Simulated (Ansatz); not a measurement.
A structure relaxed at r2SCAN-D4/def2-SVP in Ansatz, charge 0, singlet:

Cartesian coordinates in Å:
```
Zn -0.0733 -2.0089 -1.5080
Zn -0.4184 0.6010 -2.7925
Zn 0.3169 -1.8680 1.4624
Zn 0.1631 1.3168 1.7445
Zn -0.2654 2.6548 -0.7872
Zn 0.5934 -1.6051 3.9926
O -0.0364 2.8777 0.9501
O -0.3425 -1.1425 -3.0214
O 0.3538 -0.2989 2.4676
O 0.1958 -2.8703 -0.0002
O -0.4868 2.3433 -2.5079
```

(1) Give its formula and point group.

(2) Summarise the bond lengths by kind (pairs closer than 1.2 times the sum of covalent radii, bridged metal pairs left out).

## Answers

(1) the cluster Zn₆O₅. Point group Cs (tolerance 0.1 Å).

(2) 11 × O–Zn 1.76 to 2.02 Å.

Another isomer (singlet) lies 0.54 eV lower at PBE0-D4/def2-TZVP; other spin states weren't run for this one.
